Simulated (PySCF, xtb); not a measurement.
CH₇F₂NSi₂, SMILES C[Si](F)(F)[SiH2]N. One conformer was computed; it need not be the lowest.

Harmonic wavenumbers (cm⁻¹) from GFN2-xTB (xtb 6.7.1) at its own minimum, in rising order: 8, 81, 95, 105, 153, 168, 201, 226, 251, 424, 441, 498, 614, 715, 730, 762, 774, 796, 807, 834, 844, 901, 1376, 1474, 1481, 1522, 2214, 2223, 3023, 3038, 3044, 3476, 3509.

Task: What does PBE-D3(BJ)/def2-SVP run with PySCF 2.14.0 give at its own minimum? (Estimate from the structure and the level; the computed values follow.)

Result: 28, 75, 123, 145, 184, 228, 245, 262, 295, 435, 469, 500, 652, 686, 737, 744, 771, 816, 850, 897, 907, 933, 1216, 1369, 1378, 1499, 2094, 2155, 2978, 3084, 3085, 3466, 3559. Paired by order, the mean absolute difference is 44 cm⁻¹ and the zero-point energies are 52.6 and 52.7 kcal/mol.
